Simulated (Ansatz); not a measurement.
Basis sets compared for the cluster Li₃Al₅⁺. Charge 1, multiplicity 2. Geometry PBE-D4/def2-SVP. Ansatz on 4 threads of Intel Xeon on a shared host; times are rough, and most runs start from earlier orbitals.

Cartesian coordinates in Å:
```
Li -1.2093 2.4694 -1.3092
Li 1.4916 -2.5769 -1.8403
Li -1.4068 -1.3199 0.0463
Al 0.0989 -0.2542 2.4456
Al 0.5828 0.0444 -1.6417
Al -1.7635 1.2061 1.3327
Al 0.6441 1.4843 0.4428
Al 1.5622 -1.0531 0.5237
```

Another isomer (doublet) lies 0.03 eV lower at PBE0-D4/def2-TZVP; other spin states weren't run for this one.

```csv
level,functions,energy (Eh),HOMO (eV),LUMO (eV),wall time
PBE-D4/def2-SVP,117,-1233.4354,-7.42,-6.97,7.5 s
PBE0-D4/def2-SVP,117,-1233.5446,-8.07,-6.40,12 s
```

**Question.** Estimate the rows for PBE-D4/def2-TZVP (with forces), PBE0-D4/def2-TZVP.

**Answer.** 
| level | functions | energy (Eh) | HOMO (eV) | LUMO (eV) | wall time |
| --- | --- | --- | --- | --- | --- |
| PBE-D4/def2-TZVP (with forces) | 227 | -1233.8827 | -7.32 | -6.82 | 22 s |
| PBE0-D4/def2-TZVP | 227 | -1233.9853 | -7.96 | -6.22 | 47 s |
